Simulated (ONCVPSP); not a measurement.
# silicon: ONCV pseudisation with PBE, scalar-relativistic reference atom.

ONCVPSP 4.0.1 was run on this input:

```
# ATOM AND REFERENCE CONFIGURATION
# atsym  z   nc   nv     iexc    psfile
  Si 14.00    3    2        4      upf
#
#   n    l    f
    1    0    2.00
    2    0    2.00
    2    1    6.00
    3    0    2.00
    3    1    1.00
#
# PSEUDOPOTENTIAL AND OPTIMIZATION
# lmax
    2
#
#   l,   rc,      ep,       ncon, nbas, qcut
    0    1.70    0.00    4    8    3.80
    1    1.95    0.00    4    9    3.60
    2    1.85    0.05    4    8    4.70
#
# LOCAL POTENTIAL
# lloc, lpopt,  rc(5),   dvloc0
    4    5    1.45   -1.00
#
# VANDERBILT-KLEINMAN-BYLANDER PROJECTORs
# l, nproj, debl
    0    2    2.60
    1    2    1.00
    2    1    2.00
#
# MODEL CORE CHARGE
# icmod, fcfact, rcfact
    2    0.65    1.20
#
# LOG DERIVATIVE ANALYSIS
# epsh1, epsh2, depsh
   -2.00    5.00    0.02
#
# OUTPUT GRID
# rlmax, drl
    6.00    0.01
#
# TEST CONFIGURATIONS
# ncnf
    4
# nvcnf
#   n    l    f
    2
    3    0    2.00
    3    1    2.00
#
    2
    3    0    2.00
    3    1    0.00
#
    2
    3    0    1.00
    3    1    0.00
#
    2
    3    0    1.00
    3    1    3.00
#
```

Command:

```bash
oncvpsp.x < Si.dat > Si.out
```

Output (shortened: citation, most of the input echo, consistency checks and plot data are left out):

```
ONCVPSP  (Optimized Norm-Conservinng Vanderbilt PSeudopotential)
scalar-relativistic version 4.0.1

#   n    l    f        energy (Ha)
    1    0    2.00    -6.5987893E+01
    2    0    2.00    -5.4757043E+00
    2    1    6.00    -3.8614640E+00
    3    0    2.00    -6.9950321E-01
    3    1    1.00    -4.2834919E-01

Reference configufation results
  iterations    25
  all-electron total energy (Ha)   -2.89552380D+02

Begin loop to  construct optimized pseudo wave functions
and semi-local pseudopoentials for all angular momenta

   Wellstate for l =  0  n =  5
     eigenvalue =   1.9005
     asymptotic potential =   2.4005
     half-point radius =  3.5001

Calculating optimized projector #   1

 for l=   0

    Fraction of norm inside rc  0.351146
    Optimizing pswf for qcut=   3.81 a_B^-1,  ecut=   7.25 Ha
    Residual kinetic energy error=  1.42D-03 Ha

    Energy error per electron        Cutoff
         Ha          eV             Ha
         0.01000     0.27211        4.96
         0.00100     0.02721        7.80
         0.00010     0.00272       41.05
         0.00001     0.00027       58.02

Calculating optimized projector #   2

 for l=   0

    Fraction of norm inside rc  0.096076
    Optimizing pswf for qcut=   3.81 a_B^-1,  ecut=   7.25 Ha
    Residual kinetic energy error=  1.08D-02 Ha

    Energy error per electron        Cutoff
         Ha          eV             Ha
         0.01000     0.27211        7.29
         0.00100     0.02721       15.14
         0.00010     0.00272       35.95
         0.00001     0.00027       78.17

   Wellstate for l =  1  n =  4
     eigenvalue =   0.5717
     asymptotic potential =   1.0717
     half-point radius =  3.6501

Calculating optimized projector #   1

 for l=   1

    Fraction of norm inside rc  0.335037
    Optimizing pswf for qcut=   3.60 a_B^-1,  ecut=   6.47 Ha
    Residual kinetic energy error=  1.79D-04 Ha

    Energy error per electron        Cutoff
         Ha          eV             Ha
         0.01000     0.27211        2.26
         0.00100     0.02721        3.37
         0.00010     0.00272        8.30
         0.00001     0.00027       59.50

Calculating optimized projector #   2

 for l=   1

    Fraction of norm inside rc  0.217772
    Optimizing pswf for qcut=   3.60 a_B^-1,  ecut=   6.47 Ha
    Residual kinetic energy error=  3.87D-04 Ha

    Energy error per electron        Cutoff
         Ha          eV             Ha
         0.01000     0.27211        3.22
         0.00100     0.02721        4.26
         0.00010     0.00272       17.54
         0.00001     0.00027       85.46

   Wellstate for l =  2  n =  3
     eigenvalue =   0.0500
     asymptotic potential =   0.5500
     half-point radius =  3.2533

Calculating optimized projector #   1

 for l=   2

    Fraction of norm inside rc  0.270847
    Optimizing pswf for qcut=   4.70 a_B^-1,  ecut=  11.04 Ha
    Residual kinetic energy error=  1.90D-03 Ha

    Energy error per electron        Cutoff
         Ha          eV             Ha
         0.01000     0.27211        7.97
         0.00100     0.02721       12.82
         0.00010     0.00272       60.13
         0.00001     0.00027       70.91

Construct Vanderbilt / Kleinmman-Bylander projectors

B matrix Hermiticity error, ll=   0
   1   2   -1.1462E-04

  Orthonormal projector coefficients  5.9438E+00  7.8304E-01

B matrix Hermiticity error, ll=   1
   1   2    3.9841E-05

  Orthonormal projector coefficients  2.3503E+00  3.9149E-01

Model core correction analysis
  based on d2Exc/dn_idn_j

d2excae - all-electron derivatives

   -4.374963D-02   -3.759352D-02
   -3.759150D-02   -3.714779D-02

d2excps - pseudofunction derivatives with no core correction

   -4.727672D-02   -3.949287D-02
   -3.949540D-02   -3.800301D-02

rms 2nd derivative error    2.258542E-03

amplitude prefactor, scale prefactor
   21.5268    1.0669

d2excps - pseudofunction derivatives with core correction

   -4.587810D-02   -3.894366D-02
   -3.894244D-02   -3.791797D-02

rms 2nd derivative error    1.480828E-03

Pseudoatom total energy   -3.486854

Diagnostic tests using Vanderbilt-Kleinman-Bylander pseudopotentials
  1 or more projectors used as specified by nproj input data

   l    rcore       rmatch      e in        delta e   norm test  slope test

   0   1.7053175   1.7570946  -0.6995032  -0.0000022   1.0000244   1.0003793
   0   1.7053175   1.7570946   1.9004968   0.0000009   1.0002177   1.0002177

   1   1.9568557   2.0162701  -0.4283492  -0.0000001   1.0000202   0.9997384
   1   1.9568557   2.0162701   0.5716508   0.0000015   1.0000982   1.0000982

   2   1.8542871   1.9105873   0.0500000   0.0000058   1.0000021   1.0000021

 Testing for bound ghosts
   n   l    E NL Schr. Eq   E Basis Diag.   E Cutoff

   1   0       -0.699505       -0.694746     89.58

   2   1       -0.428349       -0.422243    102.73

       2                       -0.064921     74.51  WARNING - GHOST(-)

 Testing for highly-localized positive-energy ghosts
       l    <radius>/rc     E Basis Diag.   E Cutoff

Test configuration 0

   n   l     f        eae           eps        diff
   1   0  2.0000  -65.98789348
   2   0  2.0000   -5.47570426
   2   1  6.0000   -3.86146401
   3   0  2.0000   -0.69950321   -0.69950537   -2.16D-06
   3   1  1.0000   -0.42834919   -0.42834929   -9.56D-08

    Total energies and differences
      AE_ref= -2.89552380D+02  AE_tst= -2.89552380D+02  dif=  0.00D+00
      PS_ref= -3.48685412D+00  PS_tst= -3.48685412D+00  dif=  8.44D-15
      PSP excitation error= -8.44D-15

Test configuration 1

   n   l     f        eae           eps        diff
   1   0  2.0000  -65.63199305
   2   0  2.0000   -5.12654738
   2   1  6.0000   -3.51173570
   3   0  2.0000   -0.39736459   -0.39749670   -1.32D-04
   3   1  2.0000   -0.14998149   -0.15000506   -2.36D-05

    Total energies and differences
      AE_ref= -2.89552380D+02  AE_tst= -2.89836820D+02  dif= -2.84D-01
      PS_ref= -3.48685412D+00  PS_tst= -3.77134342D+00  dif= -2.84D-01
      PSP excitation error=  4.90D-05

Test configuration 2

   n   l     f        eae           eps        diff
   1   0  2.0000  -66.43699071
   2   0  2.0000   -5.90942986
   2   1  6.0000   -4.29635628
   3   0  2.0000   -1.04868596   -1.04784922    8.37D-04

    Total energies and differences
      AE_ref= -2.89552380D+02  AE_tst= -2.88964655D+02  dif=  5.88D-01
      PS_ref= -3.48685412D+00  PS_tst= -2.89934255D+00  dif=  5.88D-01
      PSP excitation error=  2.14D-04

Test configuration 3

   n   l     f        eae           eps        diff
   1   0  2.0000  -67.01663042
   2   0  2.0000   -6.46352154
   2   1  6.0000   -4.85157200
   3   0  1.0000   -1.45115744   -1.44748759    3.67D-03

    Total energies and differences
      AE_ref= -2.89552380D+02  AE_tst= -2.87716225D+02  dif=  1.84D+00
      PS_ref= -3.48685412D+00  PS_tst= -1.65296792D+00  dif=  1.83D+00
      PSP excitation error=  2.27D-03

Test configuration 4

   n   l     f        eae           eps        diff
   1   0  2.0000  -65.69471830
   2   0  2.0000   -5.18736989
   2   1  6.0000   -3.57216206
   3   0  1.0000   -0.42488424   -0.42487698    7.26D-06
   3   1  3.0000   -0.17157127   -0.17152692    4.44D-05

    Total energies and differences
      AE_ref= -2.89552380D+02  AE_tst= -2.89586398D+02  dif= -3.40D-02
      PS_ref= -3.48685412D+00  PS_tst= -3.52084025D+00  dif= -3.40D-02
      PSP excitation error= -3.18D-05
```

The run took about 2.7 s on one core of a shared server CPU.
